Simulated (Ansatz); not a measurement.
Two isomers of CH9BSi3: A = `[SiH3][Si]1([SiH3])BC1`, B = `B[SiH]1C[SiH2][SiH2]1`.

Gas-phase electronic energies from Ansatz, PBE0-D4/def2-TZVP geometries. CCSD(T)/CBS adds triple-zeta CCSD(T) − MP2 to the extrapolated MP2 energy (def2 sets, frozen cores). DFT in def2-TZVPP. B3LYP here is the variant with VWN-RPA as its local correlation; programs differ in this.

Question: Which isomer does CCSD(T)/CBS put lower? Give the gap. (Estimate.)

Answer: The calculation gave: B, by 24.6 kcal/mol.

Question: Give E(B) − E(A) in kcal/mol with CCSD/def2-TZVPP, MP2/def2-TZVPP, B2PLYP, ωB97M-V, B3LYP, CCSD(T)/def2-TZVPP, PBE-D4. (An estimate is asked.)

Answer: The calculation gave: CCSD/def2-TZVPP -22.9, MP2/def2-TZVPP -26.4, B2PLYP -22.4, ωB97M-V -26.6, B3LYP -20.5, CCSD(T)/def2-TZVPP -24.1, PBE-D4 -27.6. None reverses the order clearly.

Largest T1 diagnostic: 0.015.

In def2-TZVPP, CCSD(T) changes the Hartree–Fock value by −10.6 kcal/mol (the triples alone add −1.2 kcal/mol) and MP2 by −13.0 kcal/mol. The D4 term adds −2.3 kcal/mol with B3LYP and −1.1 kcal/mol with PBE0; it sums over pairs of atoms, weighted by their polarisabilities, and B3LYP, whose exchange is more repulsive, gets the larger term.
